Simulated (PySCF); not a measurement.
**Deuteron quadrupole couplings in `C#C[C@@H]1CCCC[C@@H]1F`**

C₈H₁₁F.
Structure used (GFN2-xTB), in Å, numbered top down from 1:
```
atom  x, y, z in Å
C1     2.763   -0.379    0.738
C2     1.882   -0.395   -0.070
C3     0.801   -0.417   -1.040
C4     0.214    0.989   -1.239
C5    -0.433    1.491    0.049
C6    -1.526    0.532    0.513
C7    -0.956   -0.869    0.714
C8    -0.325   -1.356   -0.583
F9     0.168   -2.637   -0.413
H10    3.545   -0.369    1.438
H11    1.204   -0.790   -1.990
H12   -0.533    0.951   -2.035
H13    1.008    1.671   -1.549
H14    0.332    1.572    0.825
H15   -0.854    2.484   -0.116
H16   -2.322    0.497   -0.235
H17   -1.962    0.888    1.448
H18   -0.187   -0.856    1.489
H19   -1.739   -1.565    1.020
H20   -1.082   -1.435   -1.376
```

Level: PBE0/pcSseg-1 (PySCF, non-relativistic); Q(2H) = 0.00286 b; rigid geometry, the same for H and D, with no vibrational averaging.

Question: Rank these positions by the coupling χzz of a deuteron there, largest first.
A. H20 (methine hydrogen)
B. H10 (alkyne hydrogen)
C. H16 (methylene hydrogen)
D. H11 (methine hydrogen)

Answer: B (267 kHz), C (203 kHz), D (196 kHz), A (188 kHz).

Tabulate Vzz, the asymmetry η and χzz = 234.96 MHz × Q × Vzz for every hydrogen position.

```tsv
atom	bonded to	bond length (Å)	Vzz (au)	η	χzz (kHz)
H10	C1	1.049	0.3976	0.00	267
H11	C3	1.097	0.2910	0.02	196
H12	C4	1.093	0.3018	0.02	203
H13	C4	1.092	0.3032	0.02	204
H14	C5	1.092	0.2993	0.01	201
H15	C5	1.092	0.3062	0.02	206
H16	C6	1.093	0.3015	0.01	203
H17	C6	1.091	0.3063	0.01	206
H18	C7	1.092	0.2983	0.01	200
H19	C7	1.091	0.3050	0.02	205
H20	C8	1.099	0.2800	0.06	188
```

How does χzz go with the bond length over the 11 C–H bonds?

A straight-line fit has a slope of -15.1 kHz for each 0.01 Å, with a correlation coefficient of -1.00, over lengths from 1.049 to 1.099 Å. The longer bonds have the smaller couplings here.

The structure is a single GFN2-xTB conformer in the gas phase; no vibrational or solvent corrections. GFN2-xTB bond lengths can be off by several hundredths of an ångström, more for odd bonds, and the gradients follow them. A larger basis could move these couplings by a tenth or more.
